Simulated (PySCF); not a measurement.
Species: C3H2BrOP.
Cartesian coordinates in Å at the PBE0-D3(BJ)/def2-SVP level; atoms count from 1:
```
atom  x, y, z in Å
Br1    2.5014   -0.1804   -1.0880
C2     0.8140    0.0061   -0.3341
C3     0.2623    1.0826    0.2824
P4    -1.3926    0.6982    0.8207
C5    -1.1619   -0.8600    0.1596
O6     0.0353   -1.0807   -0.4118
H7     0.7819    2.0304    0.4138
H8    -1.8279   -1.7220    0.1208
```

Method used: EOM-IP-CCSD/aug-cc-pVDZ in PySCF, restricted Hartree–Fock reference, 18 core orbitals frozen, non-relativistic, gas phase, PBE0-D3(BJ)/def2-SVP geometry.

Hartree–Fock orbital energies give these Koopmans values (eV): HOMO 8.90, HOMO-1 10.67, HOMO-2 11.34, HOMO-3 12.24, HOMO-4 12.82, HOMO-5 14.04, HOMO-6 15.78, HOMO-7 16.56.

What vertical ionisation energies does EOM-IP-CCSD give?

```csv
leading hole (HF orbital),Koopmans (eV),EOM-IP-CCSD (eV),change (eV),one-hole share
HOMO,8.90,8.88,-0.02,0.96
HOMO-1,10.67,10.13,-0.54,0.95
HOMO-2,11.34,10.51,-0.83,0.95
HOMO-3,12.24,11.41,-0.83,0.95
HOMO-4,12.82,11.88,-0.94,0.94
HOMO-5,14.04,12.72,-1.32,0.95
HOMO-6,15.78,14.12,-1.66,0.94
HOMO-7,16.56,14.85,-1.71,0.94
```

Does the order of the lines follow the orbital energies?

Yes, no two lines change places. The corrections run from -1.71 to -0.02 eV, with a mean of -0.98 eV over the 8 lines; no line lies above its Koopmans value. Koopmans values leave out both the relaxation of the orbitals and the change in correlation energy.

At what kinetic energies would He II light (40.81 eV) eject these electrons?

31.93 eV (HOMO), 30.68 eV (HOMO-1), 30.30 eV (HOMO-2), 29.40 eV (HOMO-3), 28.93 eV (HOMO-4), 28.09 eV (HOMO-5), 26.69 eV (HOMO-6), 25.96 eV (HOMO-7).

One root was sought for each valence orbital with −ε under 21 eV, eight at most, so deeper holes and satellites are missing; no vibrational structure.

The run took 11 min wall on an Arm Neoverse V2 with one thread, shared host with 96 logical CPUs at a one-minute load of 27, and the process peaked at 3.1 GiB of memory.
